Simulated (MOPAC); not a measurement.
MOPAC input (PM7):

```
PM7 1SCF UHF MS=0.5 GEO-OK AUX(PRECISION=9) THREADS=1
C4H7Cl2

C    -2.40749400 1    0.60762900 1    0.39750900 1
C    -1.03145700 1    0.14057200 1   -0.02906300 1
C     0.04911000 1    0.43526700 1    1.01928000 1
C     1.42849400 1    0.08156500 1    0.61439700 1
Cl    2.19714700 1    1.01010200 1   -0.60745300 1
Cl   -1.07336600 1   -1.65078000 1   -0.36422600 1
H    -2.39592800 1    1.69032600 1    0.54590800 1
H    -3.15174600 1    0.37143300 1   -0.36155300 1
H    -2.70597700 1    0.13323100 1    1.33327400 1
H    -0.74681100 1    0.58626000 1   -0.98012200 1
H    -0.19886900 1   -0.10220000 1    1.93792100 1
H    -0.00774600 1    1.50769400 1    1.23799800 1
H     1.87088300 1   -0.88540700 1    0.79238900 1
```

From the output:

```
                                                       MOPAC v23.2.5 Linux

          FINAL HEAT OF FORMATION =        -13.45155 KCAL/MOL =     -56.28129 KJ/MOL

          COSMO AREA              =        149.07 SQUARE ANGSTROMS
          COSMO VOLUME            =        144.85 CUBIC ANGSTROMS

          IONIZATION POTENTIAL    =          9.599838 EV
          ALPHA SOMO LUMO (EV)    =         -9.600  0.524
          BETA  SOMO LUMO (EV)    =        -10.973 -0.282
          NO. OF ALPHA ELECTRONS  =         19
          NO. OF BETA  ELECTRONS  =         18
          MOLECULAR WEIGHT        =        126.0053         POINT GROUP:  C1

          MOLECULAR DIMENSIONS (Angstroms)

            Atom       Atom       Distance
            H     8   Cl     5     5.39250
            H     7   Cl     6     3.58098
            H    11    H    10     3.02998

          SCF CALCULATIONS        =          1

   ATOM   CHEMICAL          X               Y               Z
  NUMBER   SYMBOL      (ANGSTROMS)     (ANGSTROMS)     (ANGSTROMS)

     1       C         -2.40749400  *   0.60762900  *   0.39750900  *
     2       C         -1.03145700  *   0.14057200  *  -0.02906300  *
     3       C          0.04911000  *   0.43526700  *   1.01928000  *
     4       C          1.42849400  *   0.08156500  *   0.61439700  *
     5      Cl          2.19714700  *   1.01010200  *  -0.60745300  *
     6      Cl         -1.07336600  *  -1.65078000  *  -0.36422600  *
     7       H         -2.39592800  *   1.69032600  *   0.54590800  *
     8       H         -3.15174600  *   0.37143300  *  -0.36155300  *
     9       H         -2.70597700  *   0.13323100  *   1.33327400  *
    10       H         -0.74681100  *   0.58626000  *  -0.98012200  *
    11       H         -0.19886900  *  -0.10220000  *   1.93792100  *
    12       H         -0.00774600  *   1.50769400  *   1.23799800  *
    13       H          1.87088300  *  -0.88540700  *   0.79238900  *

                             CARTESIAN COORDINATES

   1    C       -2.407494000     0.607629000     0.397509000
   2    C       -1.031457000     0.140572000    -0.029063000
   3    C        0.049110000     0.435267000     1.019280000
   4    C        1.428494000     0.081565000     0.614397000
   5   Cl        2.197147000     1.010102000    -0.607453000
   6   Cl       -1.073366000    -1.650780000    -0.364226000
   7    H       -2.395928000     1.690326000     0.545908000
   8    H       -3.151746000     0.371433000    -0.361553000
   9    H       -2.705977000     0.133231000     1.333274000
  10    H       -0.746811000     0.586260000    -0.980122000
  11    H       -0.198869000    -0.102200000     1.937921000
  12    H       -0.007746000     1.507694000     1.237998000
  13    H        1.870883000    -0.885407000     0.792389000

           Empirical Formula: C4 H7 Cl2  =    13 atoms

      MOLECULAR POINT GROUP   :   C1

          ALPHA EIGENVALUES
 -30.12410 -27.29093 -25.14964 -25.05610 -21.32430 -19.98625 -17.22020 -15.91479
 -15.50071 -15.24714 -13.77686 -13.50253 -13.22637 -12.41724 -12.18635 -11.23401
 -11.02740 -10.98199  -9.59984   0.52441   0.89457   2.89328   3.14672   3.66902
   4.68468   4.93766   5.09167   5.25805   5.36464   5.68706   6.27853  69.33884
  69.37320  69.42615  69.60625  69.61964  70.73646  70.79269  70.84067  71.15869
  71.18622

           BETA EIGENVALUES
 -30.06151 -27.12433 -25.10428 -24.99994 -21.11129 -19.83599 -17.13057 -15.83018
 -15.35043 -15.09858 -13.66761 -13.42684 -13.10364 -12.34749 -11.73660 -11.21130
 -11.01687 -10.97326  -0.28182   0.54541   1.31220   3.03097   3.26475   3.85275
   4.71500   4.94996   5.09650   5.26944   5.51619   5.72552   6.27971  69.32709
  69.36482  69.45413  69.65152  69.65862  70.73588  70.79279  70.83946  71.15956
  71.18729

              NET ATOMIC CHARGES AND DIPOLE CONTRIBUTIONS

  ATOM NO.   TYPE          CHARGE      No. of ELECS.   s-Pop       p-Pop       d-Pop
    1          C          -0.471409        4.4714     1.05491     3.41650
    2          C           0.035681        3.9643     1.10396     2.86036
    3          C          -0.325705        4.3257     1.05464     3.27107
    4          C          -0.123792        4.1238     1.16619     2.95760
    5         Cl          -0.083812        7.0838     1.98038     5.09781     0.00562
    6         Cl          -0.207300        7.2073     1.98582     5.21462     0.00686
    7          H           0.162420        0.8376     0.83758
    8          H           0.170434        0.8296     0.82957
    9          H           0.166733        0.8333     0.83327
   10          H           0.153142        0.8469     0.84686
   11          H           0.177095        0.8229     0.82291
   12          H           0.175705        0.8243     0.82430
   13          H           0.170808        0.8292     0.82919
 DIPOLE           X         Y         Z       TOTAL
 POINT-CHG.    -1.274     1.776     1.562     2.686
 HYBRID        -0.158    -0.028     0.028     0.163
 SUM           -1.432     1.747     1.591     2.763

          ATOMIC ORBITAL ELECTRON POPULATIONS

     Atom    s        px        py        pz      x^2-y^2     xz        z^2       yz        xy
    1  C   1.05491   1.05916   1.16734   1.19000
    2  C   1.10396   0.97383   0.82129   1.06524
    3  C   1.05464   0.99505   1.17161   1.10440
    4  C   1.16619   0.97899   1.02848   0.95014
    5 Cl   1.98038   1.80933   1.74374   1.54474   0.00098   0.00167   0.00062   0.00159   0.00076
    6 Cl   1.98582   1.99355   1.25447   1.96659   0.00230   0.00043   0.00092   0.00149   0.00172
    7  H   0.83758
    8  H   0.82957
    9  H   0.83327
   10  H   0.84686
   11  H   0.82291
   12  H   0.82430
   13  H   0.82919

                    (SZ)    =    0.500000
                    (S**2)  =    0.753420

          ATOMIC ORBITAL SPIN POPULATIONS

    Atom   Total    s     px     py     pz   x^2-y^2  xz     z^2    yz     xy
         Atomic
    1  C  0.0001 -0.000  0.001  0.000 -0.000
    2  C  0.0448  0.009  0.017  0.002  0.016
    3  C -0.0489 -0.004 -0.026 -0.007 -0.011
    4  C  0.9782  0.041  0.197  0.239  0.502
    5 Cl  0.0329  0.001  0.002 -0.000  0.029  0.000  0.000  0.000  0.000  0.000
    6 Cl -0.0017  0.000  0.000 -0.002  0.000  0.000 -0.000  0.000  0.000 -0.000
    7  H  0.0001  0.000
    8  H  0.0007  0.001
    9  H  0.0001  0.000
   10  H -0.0011 -0.001
   11  H  0.0040  0.004
   12  H  0.0137  0.014
   13  H -0.0230 -0.023

 **********************
 *                    *
 * JOB ENDED NORMALLY *
 *                    *
 **********************

 == MOPAC DONE ==
```

The geometry given is a B3LYP-D3(BJ)/def2-TZVP minimum.
